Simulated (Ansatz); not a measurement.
Z-matrix (Å, degrees):
```
C
In 1 2.139
H 1 1.090 2 108.5
H 1 1.092 2 109.0 3 -118.2
H 1 1.090 2 111.6 3 121.5
F 2 1.974 1 108.7 3 31.1
Ge 2 2.591 1 141.3 3 -149.4
H 7 1.539 2 110.3 1 55.6
H 7 1.535 2 111.4 1 176.5
H 7 1.540 2 110.0 1 -62.7
```

Charge 0, multiplicity 1. In: def2 effective core potential.

**Question.** List the PBE0/def2-TZVPP orbital energies in eV (the Gaussian-basis code of Ansatz). (Best estimate.)

**Answer.** Computed: Occupied: -10860.03, -1358.33, -1208.14, -1208.13, -1208.13, -671.38, -278.23, -171.02, -128.44, -120.82, -120.80, -120.79, -84.96, -84.66, -84.60, -33.64, -33.64, -33.62, -33.57, -33.57, -30.04, -21.69, -21.45, -21.42, -21.35, -21.22, -19.12, -15.61, -11.67, -11.49, -11.45, -9.89, -9.86, -9.65, -9.61, -9.02, -7.49. Lowest empty: -1.62, -0.79, -0.12, 0.76, 1.40, 1.42, 1.84, 2.02.
